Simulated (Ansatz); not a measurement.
## Worked example: C2H3F + CI4 → C2H2FI + CHI3

Species: C2H3F `C=CF`, singlet; CI4 (tetraiodomethane) `IC(I)(I)I`, singlet; C2H2FI `C=C(F)I`, singlet; CHI3 (iodoform) `IC(I)I`, singlet. The partners trade H for I; both sit on C, so the bond types are kept.

Shapes, held fixed at every level: PBE0-D4/def2-TZVP. Programs: Ansatz 0.2.0. The zero-point and thermal change to 298 K, harmonic and unscaled (PBE0-D4/def2-TZVP), is +0.5 kJ/mol.

At CCSD(T)/def2-TZVPP; 1 Eh = 2625.50 kJ/mol:

```
species   energy (Eh)
  C2H3F   -177.576825
    CI4  -1226.563335
 C2H2FI   -474.112677
   CHI3   -930.038845
```

**Question.** Work out ΔH(298 K) of the reaction at this level.

**Answer.** 
1. Products less reactants: (-474.112677) + (-930.038845) − [(-177.576825) + (-1226.563335)] = -0.011362 Eh = -29.8 kJ/mol.
2. With the thermal change: -29.8 + (+0.5) = -29.3 kJ/mol.

Other levels give -49.7 (HF/def2-TZVPP) to -20.4 kJ/mol (MP2/def2-SVP). No measured value is set beside it here. For atoms past krypton def2 sets carry core potentials with scalar relativity. Outer-core shells of I are correlated, in sets that cover them unevenly.
